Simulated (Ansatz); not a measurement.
Species: CHNS, SMILES `N#CS` (charge 0, multiplicity 1), formula CHNS.

Task: How many basis functions does frozen-core CCSD(T)/cc-pVQZ // B3LYP-D3(BJ)/def2-TZVP (Ansatz, a program for electronic structure) use, how many core orbitals are frozen, and how many electrons are correlated?

Result: 199 basis functions and 7 frozen orbitals, which leaves 16 correlated electrons. Core time is of the order of minutes.
